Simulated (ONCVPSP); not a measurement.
**titanium (Ti) ONCV: all-electron and pseudo phase curves**

```json
{
 "Element": "titanium (Ti)",
 "Generator": "ONCVPSP 4.0.1",
 "Type": "optimised norm-conserving Vanderbilt (ONCV)",
 "Functional": "PBEsol",
 "Relativity": "scalar-relativistic",
 "Frozen core": "[Ar]",
 "Valence charge": "4",
 "Reference configuration": "3d2 4s1.75 4p0.25",
 "Partial waves": "4s: rc 2.40 bohr, ncon 4, nbas 9, qcut 3.3 1/bohr, 2 projectors, debl 2.1 Ha; 4p: rc 3.95 bohr, ncon 4, nbas 9, qcut 1.8 1/bohr, 1 projector; 3d: rc 2.00 bohr, ncon 3, nbas 8, qcut 8.7 1/bohr, 3 projectors, debl 1.7 Ha",
 "Local potential": "polynomial inside 1.60 bohr (lpopt 3, dvloc0 0 Ha)",
 "Core correction": "none"
}
```

The phase is arctan(r·R′/R) of the radial function R(r), unwrapped; energies in Ha, scanned from -2 to 5 Ha. A pole is an energy at which the radial function vanishes at the test radius. The pseudo phase is shifted by a multiple of π to meet the all-electron one at the reference energy, and phase errors are pseudo minus all-electron; the curves can meet again beyond the range given. Levels narrower than the energy grid can be missing from the lists of poles. n/a: not evaluated, since a narrow level or a reset projector energy made the automatic matching unsafe.

Question: For each channel, where are the poles, and over which energies does the pseudopotential scatter like the atom?

Answer:

```json
{"channel": "s", "radius (bohr)": "2.43", "reference energy (Ha)": "-0.17", "poles, all-electron": "1.56", "poles, pseudo": "-0.52, 1.56", "unbroken range about the reference energy with phases within 0.05 rad": "-0.4 to 3.2", "phase error 1 Ha above the reference energy (rad)": "+0.003"}
{"channel": "p", "radius (bohr)": "4.00", "reference energy (Ha)": "-0.06", "poles, all-electron": "0.32, 1.92, 4.32", "poles, pseudo": "0.26, 0.68, 2.29, 4.69", "unbroken range about the reference energy with phases within 0.05 rad": "n/a", "phase error 1 Ha above the reference energy (rad)": "n/a"}
{"channel": "d", "radius (bohr)": "2.03", "reference energy (Ha)": "-0.17", "poles, all-electron": "0.20, 4.20", "poles, pseudo": "0.20, 4.20", "unbroken range about the reference energy with phases within 0.05 rad": "the whole range", "phase error 1 Ha above the reference energy (rad)": "-0.000"}
```

Note: ghosts flagged at negative energy: s at -14.3 eV; no localised positive-energy state flagged. A true bound ghost makes a file unfit for plane-wave use.

Phases in the p channel:

```
E (Ha)  all-electron   pseudo
 -1.98         1.420   -1.721
 -1.62         1.399   -1.742
 -1.26        -1.772   -1.773
 -0.90        -1.827   -1.829
 -0.54        -1.966   -1.970
 -0.18        -3.002   -3.011
  0.18        -4.597   -4.615
  0.54        -4.865   -7.659
  0.90        -5.930   -8.008
  1.26        -7.627   -9.313
  1.62        -7.789  -10.795
  1.98        -7.866  -10.934
  2.34        -7.943  -11.003
  2.70        -8.137  -11.072
  3.06       -10.391  -11.233
  3.42       -10.851  -13.417
  3.78       -10.935  -13.991
  4.14       -10.978  -14.076
  4.50       -11.013  -14.119
  4.86       -11.053  -14.153
```
